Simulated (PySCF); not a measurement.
H$_{4}$Si, triplet, at a GFN2-xTB geometry (a higher spin typed on purpose: for a closed-shell molecule this is an excited state); DF-REVPBE/6-311G** (PySCF).

Input for PySCF:
```python
from pyscf import gto, scf, dft

mol = gto.M(
    atom='''
Si   -0.000000   -0.000000   -0.000000
H     0.216365    1.474167   -0.017222
H    -1.345013    0.204510    0.607778
H     1.345013   -0.204510   -0.607778
H    -0.216365   -1.474167    0.017222
''',
    basis='6-311g**',
    charge=0,
    spin=2,
    verbose=4,
)

mf = dft.UKS(mol)
mf.xc = 'revpbe'
mf = mf.density_fit(auxbasis='def2-universal-jkfit')
mf.kernel()
```

Problem. Write the output that PySCF gives for this input, abridged.

Solution. 
```
PySCF version 2.14.0

[INPUT] verbose = 4
[INPUT] num. atoms = 5
[INPUT] num. electrons = 18
[INPUT] charge = 0
[INPUT] spin (= nelec alpha-beta = 2S) = 2
[INPUT] symmetry False subgroup None
[INPUT] Mole.unit = angstrom
[INPUT] Symbol           X                Y                Z      unit          X                Y                Z       unit  Magmom
[INPUT]  1 Si     0.000000000000   0.000000000000   0.000000000000 AA    0.000000000000   0.000000000000   0.000000000000 Bohr   0.0
[INPUT]  2 H      0.216365000000   1.474167000000  -0.017222000000 AA    0.408870592942   2.785771891872  -0.032544863317 Bohr   0.0
[INPUT]  3 H     -1.345013000000   0.204510000000   0.607778000000 AA   -2.541706203980   0.386467889735   1.148533964536 Bohr   0.0
[INPUT]  4 H      1.345013000000  -0.204510000000  -0.607778000000 AA    2.541706203980  -0.386467889735  -1.148533964536 Bohr   0.0
[INPUT]  5 H     -0.216365000000  -1.474167000000   0.017222000000 AA   -0.408870592942  -2.785771891872   0.032544863317 Bohr   0.0

nuclear repulsion = 21.2473603659247
number of shells = 28
number of NR pGTOs = 77
number of NR cGTOs = 50
basis = 6-311g**
ecp = {}

******** <class 'pyscf.df.df_jk.DFUKS'> ********
method = DFUKS
initial guess = minao
damping factor = 0
level_shift factor = 0
DIIS = <class 'pyscf.scf.diis.CDIIS'>
diis_start_cycle = 1
diis_space = 8
diis_damp = 0
SCF conv_tol = 1e-09
SCF conv_tol_grad = None
SCF max_cycles = 50
direct_scf = False
number electrons alpha = 10  beta = 8
XC library pyscf.dft.libxc version 7.1.2
    S. Lehtola, C. Steigemann, M. J. T. Oliveira, and M. A. L. Marques,  SoftwareX 7, 1–5 (2018)
XC functionals = revpbe
    Y. Zhang and W. Yang,  Phys. Rev. Lett. 80, 890 (1998)
    J. P. Perdew, K. Burke, and M. Ernzerhof,  Phys. Rev. Lett. 77, 3865 (1996)
    J. P. Perdew, K. Burke, and M. Ernzerhof,  Phys. Rev. Lett. 78, 1396 (1997)
radial grids:
    Treutler-Ahlrichs [JCP 102, 346 (1995); DOI:10.1063/1.469408] (M4) radial grids

becke partition: Becke, JCP 88, 2547 (1988); DOI:10.1063/1.454033
pruning grids: <function nwchem_prune>
grids dens level: 3
symmetrized grids: False
atomic radii adjust function: <function treutler_atomic_radii_adjust>
small_rho_cutoff = 0
Set gradient conv threshold to 3.16228e-05
tot grids = 58416
init E= -291.570909367547

cycle= 1 E= -291.659920972003  delta_E= -0.089  |g|= 0.096  |ddm|= 1.11

cycle= 2 E= -291.662105705818  delta_E= -0.00218  |g|= 0.0349  |ddm|=  0.1

cycle= 3 E= -291.662348052508  delta_E= -0.000242  |g|= 0.00372  |ddm|= 0.031

cycle= 4 E= -291.662354955549  delta_E= -6.9e-06  |g|= 0.00274  |ddm|= 0.00732

cycle= 5 E= -291.662359266419  delta_E= -4.31e-06  |g|= 0.000353  |ddm|= 0.00341

cycle= 6 E= -291.662359356608  delta_E= -9.02e-08  |g|= 4.43e-05  |ddm|= 0.000524

cycle= 7 E= -291.662359358987  delta_E= -2.38e-09  |g|= 5.55e-06  |ddm|= 9.76e-05

cycle= 8 E= -291.662359359043  delta_E= -5.63e-11  |g|= 2.72e-07  |ddm|= 1.74e-05

Extra cycle  E= -291.662359359044  delta_E= -9.66e-13  |g|= 7.6e-08  |ddm|= 4.54e-07
converged SCF energy = -291.662359359044  <S^2> = 2.0020581  2S+1 = 3.0013718
```
